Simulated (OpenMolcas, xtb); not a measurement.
# How methods differ on GeNH4Cl (SMILES [NH2][GeH2][Cl])

GeNH4Cl: 7 atoms, total charge 0, spin state singlet. SMILES: `[NH2][GeH2][Cl]`. Geometry: relaxed at PBE0-D4/def2-TZVP. This is one conformer, not always the lowest.

Each level gives the vertical ionisation energy (to the doublet cation) (eV). The values are calculated.

```tsv
level	kind	program	value (eV)	less CCSD(T)/cc-pVDZ	CPU time (all runs)
GFN2-xTB	semi-empirical	xtb	14.33	+4.38	under 2 s
HF/cc-pVDZ	Hartree–Fock	OpenMolcas	9.00	-0.95	16 s
SVWN5/cc-pVDZ	LDA	OpenMolcas	9.95	0.00	94 s
revPBE/cc-pVDZ	GGA	OpenMolcas	9.71	-0.24	3.2 min
TPSS/cc-pVDZ	meta-GGA	OpenMolcas	9.75	-0.20	2.3 min
B3LYP/cc-pVDZ	global hybrid	OpenMolcas	9.99	+0.04	87 s
PBE0/cc-pVDZ	global hybrid	OpenMolcas	10.03	+0.08	79 s
CCSD(T)/cc-pVDZ, open shells restricted	coupled cluster or CI	OpenMolcas	9.95	0.00	81 s
```

Differences are taken from CCSD(T)/cc-pVDZ, open shells restricted for orientation; it has basis-set and higher-order errors of its own. All-electron rows without a relativistic Hamiltonian named are non-relativistic. The values span 9.00 to 14.33 eV. The xTB values lack the empirical shift that such differences need. In the correlated wave-function rows the outer d shell of Ge is correlated, in sets not made for it. CPU times are rough (shared hosts, several kinds of processor and program).
